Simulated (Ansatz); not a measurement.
CH₇FO₂Si₂, SMILES `C[Si@H](O)[Si@H](O)F` at its PBE0-D4/def2-TZVP geometry, where that method's forces vanish. The species carries charge 0 and has multiplicity 1.

```xyz
13

C     1.9442    0.8318    0.3406
Si    0.3299    0.5994   -0.5508
O    -0.6751    1.8538   -0.1599
Si   -0.8235   -1.3605    0.0531
O    -2.3895   -0.8510    0.0506
F    -0.4208   -1.8568    1.5271
H     1.8043    0.7874    1.4223
H     2.6580    0.0557    0.0524
H     2.3779    1.8025    0.0871
H     0.5780    0.5557   -2.0238
H    -1.6127    1.6478   -0.1533
H    -0.6770   -2.5725   -0.8008
H    -3.0937   -1.4934    0.1553
```

Question: What forces (eV/Å) does r2SCAN-D4/def2-TZVPP give on these atoms in Ansatz? (Best estimate.)

Answer: Ansatz gave: 
```
C1  -0.002  0.001 -0.012
Si2  0.015 -0.088 -0.038
O3  -0.030  0.064  0.027
Si4  0.051 -0.036 -0.072
O5  -0.036  0.057  0.003
F6   0.019 -0.010  0.062
H7   0.014  0.003 -0.018
H8  -0.003  0.025  0.016
H9   0.005 -0.018  0.014
H10  0.011  0.008  0.010
H11 -0.018  0.004  0.000
H12 -0.002  0.013  0.009
H13 -0.024 -0.023 -0.002
```
